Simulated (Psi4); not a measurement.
C4H5 (SMILES [CH2]C#CC), doublet, geometry from GFN2-xTB; B3LYP5/6-31G* run with Psi4.

Here is a job for Psi4.
```
memory 2 GB

molecule {
0 2
C    -0.01669866   -0.14473260    2.05451619
C    -0.00572650   -0.05021694    0.70569704
C     0.00420741    0.03413279   -0.51310411
C     0.01585773    0.13725248   -1.95067878
H    -0.94506085   -0.19981979    2.59400011
H     0.90273351   -0.16585290    2.61141141
H    -0.00059800    1.18728795   -2.25276024
H     0.91722312   -0.32377874   -2.35724285
H    -0.86013765   -0.35645090   -2.37399048
}

set {
  basis 6-31g*
  reference uks
}

energy('b3lyp5')
print_variables()
```

It wrote (shortened):

```
   => Loading Basis Set <=

    Name: 6-31G*
    Role: ORBITAL
    Keyword: BASIS

         ---------------------------------------------------------
                                   SCF
               by Justin Turney, Rob Parrish, Andy Simmonett
                          and Daniel G. A. Smith
                              UKS Reference
         ---------------------------------------------------------

  ==> Geometry <==

    Molecular point group: c1
    Full point group: C1

    Geometry (in Angstrom), charge = 0, multiplicity = 2:

       Center              X                  Y                   Z               Mass
    ------------   -----------------  -----------------  -----------------  -----------------
         C           -0.016433774286    -0.142087773704     2.021245193113    12.000000000000
         C           -0.005461614286    -0.047572113704     0.672426043113    12.000000000000
         C            0.004472295714     0.036777616296    -0.546375106887    12.000000000000
         C            0.016122615714     0.139897306296    -1.983949776887    12.000000000000
         H           -0.944795964286    -0.197174963704     2.560729113113     1.007825032230
         H            0.902998395714    -0.163208073704     2.578140413113     1.007825032230
         H           -0.000333114286     1.189932776296    -2.286031236887     1.007825032230
         H            0.917488005714    -0.321133913704    -2.390513846887     1.007825032230
         H           -0.859872764286    -0.353806073704    -2.407261476887     1.007825032230

  Running in c1 symmetry.

  Rotational constants: A =      3.44700  B =      0.12243  C =      0.12090 [cm^-1]
  Rotational constants: A = 103338.59488  B =   3670.36848  C =   3624.64039 [MHz]
  Nuclear repulsion =   94.588219043724479

  Charge       = 0
  Multiplicity = 2
  Electrons    = 29
  Nalpha       = 15
  Nbeta        = 14

  ==> Algorithm <==

  SCF Algorithm Type is DF.
  DIIS enabled.
  MOM disabled.
  Fractional occupation disabled.
  Guess Type is SAD.
  Energy threshold   = 1.00e-06
  Density threshold  = 1.00e-06
  Integral threshold = 1.00e-12

  ==> Primary Basis <==

  Basis Set: 6-31G*
    Blend: 6-31G*
    Number of shells: 34
    Number of basis functions: 70
    Number of Cartesian functions: 70
    Spherical Harmonics?: false
    Max angular momentum: 2

  ==> DFT Potential <==

   => LibXC <=

    Version 7.1.2
    S. Lehtola, C. Steigemann, M. J. T. Oliveira, and M. A. L. Marques,  SoftwareX 7, 1–5 (2018) (10.1016/j.softx.2017.11.002)

   => Composite Functional: B3LYP5 <=

    B3LYP5 Hyb-GGA Exchange-Correlation Functional

    P. J. Stephens, F. J. Devlin, C. F. Chabalowski, and M. J. Frisch,  J. Phys. Chem. 98, 11623 (1994) (10.1021/j100096a001)

    Deriv               =              1
    GGA                 =           TRUE
    Meta                =          FALSE

    Exchange Hybrid     =           TRUE
    MP2 Hybrid          =          FALSE

   => Exchange Functionals <=

    0.0800   Slater exchange
    0.7200         Becke 88

   => Exact (HF) Exchange <=

    0.2000               HF

   => Correlation Functionals <=

    0.1900   Vosko, Wilk & Nusair (VWN5)
    0.8100   Lee, Yang & Parr

   => LibXC Density Thresholds  <==

    XC_HYB_GGA_XC_B3LYP5:  1.00E-15

   => Molecular Quadrature <=

    Radial Scheme          =       TREUTLER
    Pruning Scheme         =           NONE
    Nuclear Scheme         =       TREUTLER

    Blocking Scheme        =         OCTREE
    BS radius alpha        =              1
    Pruning alpha          =              1
    Radial Points          =             75
    Spherical Points       =            302
    Total Points           =         192911
    Total Blocks           =           1518
    Max Points             =            256
    Max Functions          =             69
    Weights Tolerance      =       1.00E-15

   => Loading Basis Set <=

    Name: (6-31G* AUX)
    Role: JKFIT
[...]

   -------------------------
    Irrep   Nso     Nmo
   -------------------------
     A         70      70
   -------------------------
    Total      70      70
   -------------------------

  ==> Iterations <==

                           Total Energy        Delta E     RMS |[F,P]|

   @DF-UKS iter SAD:  -154.58441764311686   -1.54584e+02   0.00000e+00
   @DF-UKS iter   1:  -154.95226123584081   -3.67844e-01   9.77938e-03 ADIIS/DIIS
   @DF-UKS iter   2:  -154.98562858680918   -3.33674e-02   9.19056e-03 ADIIS/DIIS
   @DF-UKS iter   3:  -155.21852797512724   -2.32899e-01   9.89448e-04 ADIIS/DIIS
   @DF-UKS iter   4:  -155.21945814631906   -9.30171e-04   7.87601e-04 ADIIS/DIIS
   @DF-UKS iter   5:  -155.22101244934834   -1.55430e-03   1.88170e-04 ADIIS/DIIS
   @DF-UKS iter   6:  -155.22112702599082   -1.14577e-04   7.33812e-05 DIIS
   @DF-UKS iter   7:  -155.22115480114073   -2.77751e-05   2.89487e-05 DIIS
   @DF-UKS iter   8:  -155.22116201057605   -7.20944e-06   1.55644e-05 DIIS
   @DF-UKS iter   9:  -155.22116347606612   -1.46549e-06   4.86518e-06 DIIS
   @DF-UKS iter  10:  -155.22116386251696   -3.86451e-07   1.26682e-06 DIIS
   @DF-UKS iter  11:  -155.22116388699757   -2.44806e-08   1.39416e-07 DIIS
  Energy and wave function converged.

  ==> Post-Iterations <==

   Electrons on quadrature grid:
      Nalpha   =   15.0000000678 ; deviation = 6.783e-08
      Nbeta    =   14.0000007699 ; deviation = 7.699e-07
      Ntotal   =   29.0000008377 ; deviation = 8.377e-07

   @Spin Contamination Metric:   1.986182758E-02
   @S^2 Expected:                7.500000000E-01
   @S^2 Observed:                7.698618276E-01
   @S   Expected:                5.000000000E-01
   @S   Observed:                5.000000000E-01

    Orbital Energies [Eh]
    ---------------------

    Alpha Occupied:

[...]
    Alpha Virtual:

[...]
      70A      4.826571

    Beta Occupied:

[...]
    Beta Virtual:

[...]
    Final Occupation by Irrep:
              A
    DOCC [    14 ]
    SOCC [     1 ]
    NA   [    15 ]
    NB   [    14 ]

  @DF-UKS Final Energy:  -155.22116388699757

   => Energetics <=

    Nuclear Repulsion Energy =             94.5882190437244788
    One-Electron Energy =                -394.4854813915535487
    Two-Electron Energy =                 163.5985313087174120
    DFT Exchange-Correlation Energy =     -18.9224328478859363
    Empirical Dispersion Energy =           0.0000000000000000
    VV10 Nonlocal Energy =                  0.0000000000000000
    Total Energy =                       -155.2211638869975729

  UHF NO Occupations:
  HONO-2 :   13  A 1.9990135
  HONO-1 :   14  A 1.9922660
  HONO-0 :   15  A 1.0000000
  LUNO+0 :   16  A 0.0077340
  LUNO+1 :   17  A 0.0009865
  LUNO+2 :   18  A 0.0005986
  LUNO+3 :   19  A 0.0002945

Computation Completed

Properties will be evaluated at   0.000000,   0.000000,   0.000000 [a0]

Properties computed using the SCF density matrix

 Multipole Moments:

 ------------------------------------------------------------------------------------
     Multipole            Electronic (a.u.)      Nuclear  (a.u.)        Total (a.u.)
 ------------------------------------------------------------------------------------

 L = 1.  Multiply by 2.5417464519 to convert [e a0] to [Debye]
 Dipole X            :         -0.0116489            0.0145163            0.0028674
 Dipole Y            :         -0.1153192            0.1449419            0.0296227
 Dipole Z            :          1.4612265           -1.8233191           -0.3620926
 Magnitude           :                                                    0.3633137

 ------------------------------------------------------------------------------------

  Variable Map:
  ----------------------------------------------------------------------------
[...]
  Array Variable Map:
  ----------------------------------------------------------------------------
[...]
[...]
```
